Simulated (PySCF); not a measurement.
C₇H₇ (doublet state).
Numbering: `[C:1]1=[CH:2][CH2:3][CH:4]=[CH:5][CH:6]=[CH:7]1` (hydrogens: H8 on C2; H9, H10 on C3; H11 on C4; H12 on C5; H13 on C6; H14 on C7)

Structure used (PBE0-D3(BJ)/def2-SVP), in Å, numbered top down from 1:
```
atom  x, y, z in Å
C1    -0.2243   -1.5996   -0.4963
C2    -1.3378   -0.8760   -0.4651
C3    -1.3671    0.2924    0.5004
C4    -0.3849    1.2957   -0.0323
C5     0.9494    1.0686   -0.1543
C6     1.6417   -0.1719    0.0713
C7     1.0904   -1.4321   -0.0453
H8    -2.1727   -1.0427   -1.1540
H9    -2.3738    0.7255    0.5782
H10   -1.0663   -0.0417    1.5092
H11   -0.7658    2.2783   -0.3309
H12    1.5741    1.9166   -0.4556
H13    2.7138   -0.1075    0.2874
H14    1.7218   -2.3065    0.1431
```

Method: PBE0-D3(BJ)/def2-SVP geometry optimisation, gas phase (PySCF 2.14.0).

Masses are those of the commonest isotopes; rigid-rotor values at the optimised geometry. The values belong to one conformer with, in the numbering `[C:1]1=[CH:2][CH2:3][CH:4]=[CH:5][CH:6]=[CH:7]1`, C1–C2–C3–C4 68°, C2–C3–C4–C5 -63°, C4–C5–C6–C7 26°, C2–C1–C7–C6 -28°.

Q: Give the principal moments of inertia and the rotational constants in cm⁻¹.

A: Ia = 124.74, Ib = 140.92, Ic = 243.21 u·Å²; 505379 MHz·u·Å²/I gives 4052, 3586 and 2078 MHz, that is A = 0.13515, B = 0.11962, C = 0.06931 cm⁻¹.

Q: Classify the top.

A: An asymmetric top. Ray's parameter κ = (2B − A − C)/(A − C) = 0.528; −1 is the prolate and +1 the oblate limit.

Q: What does the inertial defect say?

A: Not planar: Δ = Ic − Ia − Ib = -22.45 u·Å². For a rigid frame Δ = −2 Σ m c², so Σ m c² = 11.23 u·Å² lies off the ab plane: 4.74 from hydrogen and 6.49 from heavier atoms. The atom farthest from that plane is 1.56 Å away.

Q: Give the other two planar moments, Paa and Pbb, and the rms extents of the mass along the axes.

A: Paa = Σ m a² = (Ib + Ic − Ia)/2 = 129.70 and Pbb = Σ m b² = (Ia + Ic − Ib)/2 = 113.51 u·Å². With the mass M = 91.05 u, the rms extents √(P/M) along a, b and c are 1.19, 1.12, 0.35 Å.

Q: Where do the levels up to J = 3 lie, in K?

A: Above 0(0,0), as E/k:
J = 1: 1(0,1) 0.272, 1(1,1) 0.294, 1(1,0) 0.367
J = 2: 2(0,2) 0.761, 2(1,2) 0.765, 2(1,1) 0.983, 2(2,1) 1.050, 2(2,0) 1.104
J = 3: 3(0,3) 1.444, 3(1,3) 1.445, 3(1,2) 1.844, 3(2,2) 1.865, 3(2,1) 2.052, 3(3,1) 2.185, 3(3,0) 2.220
The levels of one J sum to (2J + 1)J(J + 1)(A + B + C)/3.

Q: Which types of transition are allowed, and where do some lines up to J = 4 fall?

A: The dipole components are |μa| = 0.32 D, |μb| = 0.92 D, |μc| = 0.16 D. Intensities carry the squares of the components, which stand as 0.12 : 1.00 : 0.03 (a : b : c). Some lines, for components of 0.1 D or more:

```json
{"type": "b", "branch": "Q", "J(Ka,Kc)": "3(2,1) ← 3(1,2)", "MHz": "4330", "lower level (cm⁻¹)": "1.282"}
{"type": "c", "branch": "Q", "J(Ka,Kc)": "4(4,1) ← 4(3,1)", "MHz": "4574", "lower level (cm⁻¹)": "2.422"}
{"type": "b", "branch": "Q", "J(Ka,Kc)": "4(4,0) ← 4(3,1)", "MHz": "4982", "lower level (cm⁻¹)": "2.422"}
{"type": "a", "branch": "R", "J(Ka,Kc)": "1(0,1) ← 0(0,0)", "MHz": "5664", "lower level (cm⁻¹)": "0.000"}
{"type": "a", "branch": "Q", "J(Ka,Kc)": "3(1,2) ← 3(1,3)", "MHz": "8318", "lower level (cm⁻¹)": "1.004"}
{"type": "b", "branch": "R", "J(Ka,Kc)": "2(1,2) ← 1(0,1)", "MHz": "10286", "lower level (cm⁻¹)": "0.189"}
{"type": "b", "branch": "Q", "J(Ka,Kc)": "4(2,3) ← 4(1,4)", "MHz": "12051", "lower level (cm⁻¹)": "1.616"}
{"type": "a", "branch": "R", "J(Ka,Kc)": "4(0,4) ← 3(0,3)", "MHz": "18356", "lower level (cm⁻¹)": "1.004"}
{"type": "a", "branch": "R", "J(Ka,Kc)": "4(2,3) ← 3(2,2)", "MHz": "21639", "lower level (cm⁻¹)": "1.296"}
{"type": "b", "branch": "R", "J(Ka,Kc)": "4(2,3) ← 3(1,2)", "MHz": "22078", "lower level (cm⁻¹)": "1.282"}
{"type": "b", "branch": "R", "J(Ka,Kc)": "3(3,1) ← 2(2,0)", "MHz": "22529", "lower level (cm⁻¹)": "0.767"}
{"type": "c", "branch": "R", "J(Ka,Kc)": "4(2,2) ← 3(1,2)", "MHz": "29862", "lower level (cm⁻¹)": "1.282"}
{"type": "b", "branch": "R", "J(Ka,Kc)": "4(4,0) ← 3(3,1)", "MHz": "32044", "lower level (cm⁻¹)": "1.519"}
```

For this open shell read J as N, the rotation without spin; fine and hyperfine splittings come on top. PBE0-D3(BJ)/def2-SVP frequencies: not computed here. ⟨S²⟩ = 0.800 (exact for a doublet: 0.75). Zero-point vibration and centrifugal distortion are left out.
